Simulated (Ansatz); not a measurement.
Two structures of BNH5Br, singlet, reached by relaxing down either side of one saddle point (PBE0-D4/def2-TZVP). Energies are electronic, without zero-point energy. Program: Ansatz 0.2.0. Basis: def2-TZVPP and def2-QZVPP. Cores are frozen in the correlated methods. Filled d shells of the heavier atoms are correlated. The def2 sets are not built for correlating such inner shells, so the correlated values are less sure here. Extrapolation: Hartree–Fock as exp(−7.88 √X), correlation as X^−2.97. First:

```csv
atom,x (Å),y (Å),z (Å)
B1,-0.6206,-0.4109,-0.3013
Br2,-1.0172,0.9256,-1.7722
H3,-1.5238,-0.4623,0.4892
H4,-0.2567,-1.4602,-0.7592
H5,1.4198,0.3601,-0.1831
N6,0.6453,0.2384,0.4644
H7,0.9514,-0.3481,1.2369
H8,0.4018,1.1572,0.8253
```

Second:

```xyz
8
angstrom
B -0.6834 -0.8437 0.5231
Br 0.4646 1.7444 -2.4472
H -1.7494 -0.4278 0.8674
H -0.5436 -1.9245 0.0331
H 0.3028 0.9506 -1.2625
N 0.4349 -0.0266 0.6736
H 1.3715 -0.3376 0.4715
H 0.4027 0.8651 1.1412
```

(1) Which bonds change from the first to the second?

(2) Give the saddle point's structure and its height above each. (Judge from chemistry; the value comes from the calculation.)

T1 diagnostic: at most 0.010.

Answers

(1) BH₂Br ([BH2][Br]) + NH₃ → BNH₄ ([BH2][NH2]) + HBr; bonds formed: Br2–H5; dative contacts that become bonds: B1–N6; bonds broken: B1–Br2, H5–N6.

(2) By the calculation: 31.31 kcal/mol above the first and 15.33 kcal/mol above the second (CCSD(T) at an estimated basis limit (MP2 extrapolated from triple and quadruple zeta, plus CCSD(T) − MP2 in triple zeta)).
B1  (-0.637, -0.581, 0.121)
Br2  (-0.195, 1.014, -2.095)
H3  (-1.692, -0.138, 0.437)
H4  (-0.484, -1.636, -0.401)
H5  (0.509, 0.743, -0.595)
N6  (0.573, 0.137, 0.581)
H7  (1.446, -0.368, 0.641)
H8  (0.480, 0.829, 1.311)
(Å)

The step is the kind of exchange with an N–H group that builds nitride films in atomic layer and chemical vapour deposition.

Labels in which every atom is bracketed show which atoms are joined, not bond orders.

For scale, one of the runs: CCSD(T)/def2-TZVPP, 180 basis functions, launched by `ansatz run in.yaml --threads 4 --pin off --events-out ev --progress --plain --max-ram 9574MiB`. Time: 68 s of wall clock on 4 CPU threads of an AMD EPYC; the host was shared. Peak host memory: 1.8 GiB.
